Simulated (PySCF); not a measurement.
# Computed records: Al2BH5N, AlBFH4N

Calculation on a computer-drawn molecule: the log of a Hartree-Fock and frozen-core CCSD(T) single point meant for a local Hartree-Fock minimum, with one planted fault or none, to be diagnosed. Offsets are logged minus clean, where the clean run is the same molecule without the fault. The reference is restricted for singlets and unrestricted otherwise, and also for a bond in bohr or an excited solution. Adding or removing an electron swaps singlet and doublet. The excited solution moves the top pair (singlet) or top alpha electron (doublet) to the lowest empty orbital. Highest occupied and lowest empty are orbital energies over both spins, largest force is the largest gradient component, triples share is (T) over the correlation energy, the T1 limit is 0.02 restricted and 0.045 unrestricted, electrons count all cores, a negative frequency is imaginary (commonest isotopes), and the dipole is about the centre of nuclear charge. Program: PySCF 2.14.0.

Common to all runs: meant charge 0; meant basis cc-pV(D+d)Z; logged SCF converged yes; possible faults no fault, one electron removed, one electron added, multiplicity raised by two, geometry at a saddle point, SCF held on an excited solution, minimal basis STO-3G, one bond length entered in bohr, all coordinates scaled.

```yaml
- entry: 1
  formula: Al2BH5N
  logged_structure:
    atoms_angstrom:
      - ["N", 0.753, -1.6598, -1.5022]
      - [B, -0.2819, -1.0483, -0.7997]
      - [Al, -0.3361, -1.0949, 1.374]
      - [Al, -2.0612, 0.2075, 2.826]
      - [H, 1.5176, -2.1328, -1.0664]
      - [H, 0.8066, -1.6641, -2.5015]
      - [H, -1.131, -0.5117, -1.4724]
      - [H, 0.8819, -1.7575, 2.1742]
      - [H, -3.453, -0.2498, 3.4638]
  given:
    meant_multiplicity: 2
    logged_electrons: 44
    logged_basis_functions: 99
    logged_spin_squared: 0.0
    "logged_highest_occupied [eV]": -0.38283
    "logged_lowest_empty [eV]": 5.4087
    "logged_largest_force [hartree/bohr]": 0.026308
    logged_T1_diagnostic: 0.027459
    logged_D1_diagnostic: 0.10541
    logged_triples_share: 0.034837
    logged_CC_converged: "yes"
    "logged_dipole_magnitude [debye]": 8.7781
    logged_SCF_stable_within_its_kind: "yes"
    "logged_energy_HF [hartree]": -565.85561
    "logged_energy_CCSD(T) [hartree]": -566.32394
    drawn_bonds_atom: [1, 2, 3, 1, 1, 2, 3, 4]
    drawn_bonds_other_atom: [2, 3, 4, 5, 6, 7, 8, 9]
    drawn_bonds_order: [1, 1, 1, 1, 1, 1, 1, 1]
  results:
    planted_fault: "one electron added"
    "HF_energy_offset_from_clean_run [kcal/mol]": 8.082
    "CCSD(T)_energy_offset_from_clean_run [kcal/mol]": -15.79
  notes: ["T1 above single-reference limit"]
- entry: 2
  formula: Al2BH5N
  logged_structure:
    atoms_angstrom:
      - ["N", 0.753, -1.6598, -1.5022]
      - [B, -0.2819, -1.0483, -0.7997]
      - [Al, -0.3361, -1.0949, 1.374]
      - [Al, -2.0612, 0.2075, 2.826]
      - [H, 1.5176, -2.1328, -1.0664]
      - [H, 0.8066, -1.6641, -2.5015]
      - [H, -1.131, -0.5117, -1.4724]
      - [H, 0.8819, -1.7575, 2.1742]
      - [H, -3.453, -0.2498, 3.4638]
  given:
    meant_multiplicity: 2
    logged_electrons: 43
    logged_basis_functions: 33
    logged_spin_squared: 0.7735
    "logged_highest_occupied [eV]": -2.2124
    "logged_lowest_empty [eV]": 7.9183
    "logged_largest_force [hartree/bohr]": 0.033196
    logged_T1_diagnostic: 0.020614
    logged_D1_diagnostic: 0.079015
    logged_triples_share: 0.020636
    logged_CC_converged: "yes"
    "logged_dipole_magnitude [debye]": 1.0593
    logged_SCF_stable_within_its_kind: "yes"
    "logged_energy_HF [hartree]": -558.952
    "logged_energy_CCSD(T) [hartree]": -559.13923
    drawn_bonds_atom: [1, 2, 3, 1, 1, 2, 3, 4]
    drawn_bonds_other_atom: [2, 3, 4, 5, 6, 7, 8, 9]
    drawn_bonds_order: [1, 1, 1, 1, 1, 1, 1, 1]
  results:
    planted_fault: "minimal basis STO-3G"
    "HF_energy_offset_from_clean_run [kcal/mol]": 4340
    "CCSD(T)_energy_offset_from_clean_run [kcal/mol]": 4493
- entry: 3
  formula: AlBFH4N
  logged_structure:
    atoms_angstrom:
      - ["N", -1.2967, -1.5968, -1.2824]
      - [B, -0.2215, -0.7689, -1.5822]
      - [Al, 0.6268, 0.4573, -0.0282]
      - [F, -0.0895, 0.3219, 1.4732]
      - [H, -1.7098, -1.661, -0.3744]
      - [H, -1.7354, -2.19, -1.9584]
      - [H, 0.179, -0.789, -2.7202]
      - [H, 1.8326, 1.4776, -0.0787]
  given:
    meant_multiplicity: 1
    logged_electrons: 38
    logged_basis_functions: 85
    logged_spin_squared: 2.0046
    "logged_highest_occupied [eV]": -6.3269
    "logged_lowest_empty [eV]": -0.85382
    "logged_largest_force [hartree/bohr]": 0.032136
    logged_T1_diagnostic: 0.020943
    logged_D1_diagnostic: 0.097044
    logged_triples_share: 0.023028
    logged_CC_converged: "yes"
    "logged_dipole_magnitude [debye]": 3.1616
    logged_SCF_stable_within_its_kind: "yes"
    "logged_energy_HF [hartree]": -422.80901
    "logged_energy_CCSD(T) [hartree]": -423.34909
    drawn_bonds_atom: [1, 2, 3, 1, 1, 2, 3]
    drawn_bonds_other_atom: [2, 3, 4, 5, 6, 7, 8]
    drawn_bonds_order: [1, 1, 1, 1, 1, 1, 1]
  results:
    planted_fault: "multiplicity raised by two"
    "HF_energy_offset_from_clean_run [kcal/mol]": 75.24
    "CCSD(T)_energy_offset_from_clean_run [kcal/mol]": 83.58
- entry: 4
  formula: Al2BH5N
  logged_structure:
    atoms_angstrom:
      - ["N", -0.1245, -1.9909, -0.8141]
      - [B, -1.1932, -1.3301, -0.2119]
      - [Al, -1.0538, 0.2271, 1.2788]
      - [Al, -1.196, 0.5334, 3.8303]
      - [H, 0.8366, -1.8257, -0.6012]
      - [H, -0.2535, -2.6923, -1.5154]
      - [H, -2.296, -1.6488, -0.5941]
      - [H, 0.1222, 0.6069, 4.7168]
      - [H, -2.5725, 0.8743, 4.5478]
  given:
    meant_multiplicity: 2
    logged_electrons: 43
    logged_basis_functions: 99
    logged_spin_squared: 0.8171
    "logged_highest_occupied [eV]": -5.5969
    "logged_lowest_empty [eV]": -0.36242
    "logged_largest_force [hartree/bohr]": 0.017436
    "logged_dipole_magnitude [debye]": 2.6287
    logged_SCF_stable_within_its_kind: "no"
    "logged_energy_HF [hartree]": -565.83341
    drawn_bonds_atom: [1, 2, 3, 1, 1, 2, 4, 4]
    drawn_bonds_other_atom: [2, 3, 4, 5, 6, 7, 8, 9]
    drawn_bonds_order: [1, 1, 1, 1, 1, 1, 1, 1]
  results:
    planted_fault: "SCF held on an excited solution"
    "HF_energy_offset_from_clean_run [kcal/mol]": 24.02
  notes: ["coupled-cluster numbers left out as unreliable"]
```
